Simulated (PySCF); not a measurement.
PBE single point of triplet HTi(OH) at its PBE0 minimum.

Input, equivalent to the run apart from its starting density:

```python
from pyscf import gto, scf, dft
mol = gto.M(atom='''
Ti    -0.175737     0.000000     0.423970
H      0.635251     0.000000     1.998362
O      0.421888     0.000000    -1.278451
H      1.157436     0.000000    -1.888365''',
    basis={'Ti': 'def2-TZVP', 'H': 'def2-TZVP', 'O': 'def2-TZVP'},
    charge=0, spin=2)
mf = dft.UKS(mol, xc='PBE')
mf.grids.atom_grid = (75, 302)
aux = {'Ti': 'def2-universal-JKFIT', 'H': 'def2-universal-JKFIT', 'O': 'def2-universal-JKFIT'}
mf = mf.density_fit(auxbasis=aux)
mf.conv_tol = 1e-08
mf.diis_space = 10
mf.max_cycle = 60
mf.verbose = 4
mf.kernel()
```

Excerpt of the output:

```
init E= -925.58741662124
cycle= 1 E= -925.584049915953  delta_E= 0.00337  |g|= 0.133  |ddm|= 0.149
cycle= 2 E= -925.512648832073  delta_E= 0.0714  |g|= 0.428  |ddm|= 0.362
cycle= 3 E= -925.591766907549  delta_E= -0.0791  |g|= 0.0206  |ddm|= 0.289
cycle= 4 E= -925.591894945527  delta_E= -0.000128  |g|= 0.0161  |ddm|= 0.0313
cycle= 5 E= -925.591999732106  delta_E= -0.000105  |g|= 0.00386  |ddm|= 0.0163
cycle= 6 E= -925.592007005062  delta_E= -7.27e-06  |g|= 0.00122  |ddm|= 0.00312
cycle= 7 E= -925.592007681777  delta_E= -6.77e-07  |g|= 0.000134  |ddm|= 0.000795
cycle= 8 E= -925.59200769339  delta_E= -1.16e-08  |g|= 4.06e-05  |ddm|= 0.000224
cycle= 9 E= -925.592007694808  delta_E= -1.42e-09  |g|= 2.65e-05  |ddm|= 0.000117
Extra cycle  E= -925.592007692174  delta_E= 2.63e-09  |g|= 8.58e-05  |ddm|= 7.36e-05
converged SCF energy = -925.592007692174  <S^2> = 2.0088473  2S+1 = 3.0058924
```

Other spin states or occupations of the open shell can lie lower.

This run, together with those of the ionised and electron-attached species (not shown), took 11 s on 2 threads of a shared Intel Xeon Platinum 8259CL @ 2.50GHz (Skylake/Cascade Lake) host, with 88 basis functions; the process peaked at 1.1 GiB.
